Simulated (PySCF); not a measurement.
# Excitation energy of La⁺ by level of theory

La⁺ [Xe] 5d2 (3F) → La⁺ [Xe] 5d1 6s1 (3D), as a difference of total energies. Calculation: PySCF 2.14, in x2c-TZVPPall; scalar relativity by spin-free X2C-1e. Correlated levels: valence: [Kr] 4d10 frozen. The calculations carry no spin-orbit coupling.

```tsv
method	excitation energy (eV)
UHF	0.173
MP2 (valence)	0.011
SCS-MP2 (valence)	0.074
CCSD (valence)	0.089
CCSD(T) (valence)	0.074
```

Errors of the correlated levels include the incompleteness of this basis and the frozen core.

The basis was made for the ground configuration and has no added diffuse functions, so the excitation energy can come out too high.

The coupled-cluster amplitudes are large for the upper state (T1 above 0.03 or a double amplitude above 0.15), so a single reference is strained.

Which method comes closest to the reference value, and which is furthest?

The reference is 0.195 eV (measured; NIST levels, between the centres of gravity of the two terms). Closest: UHF (error -0.022 eV); furthest: MP2 (valence) (error -0.184 eV).
